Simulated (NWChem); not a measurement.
System: C₃H₇NSi; SMILES NC=C=C[SiH3]

Input file for NWChem:

```
start job
memory heap 200 mb stack 900 mb global 1100 mb
geometry units angstroms noautoz
  N      0.615850     2.705601    -0.213519
  C     -0.224446     1.792378     0.422658
  C     -0.559157     0.586356     0.008072
  C     -0.819833    -0.650211    -0.352627
  Si     0.312345    -2.086681     0.064508
  H      0.318145     3.670212    -0.114141
  H      0.809338     2.485445    -1.184459
  H     -0.592034     2.115606     1.404982
  H     -1.741733    -0.860373    -0.919346
  H     -0.410398    -3.108138     0.887122
  H      0.777308    -2.774393    -1.182170
  H      1.496741    -1.589690     0.824158
end
basis spherical
  * library 6-31g*
end
dft
  xc becke97-2
  iterations 150
  mulliken
end
task dft energy
```

Coordinates come from a PBE0/def2-SVP optimisation. Not confirmed as a minimum by frequencies.

**Question.** Give the results of this calculation. (B97-2/6-31G* (spherical d).) Quantities: energy (Ha); highest occupied level (eV); orbital gap (eV); dipole (D).

**Answer.** 
| Property | Value |
|---|---|
| energy (Ha) | -462.63 |
| highest occupied level (eV) | -5.44 |
| orbital gap (eV) | 5.43 |
| dipole (D) | 2.31 |
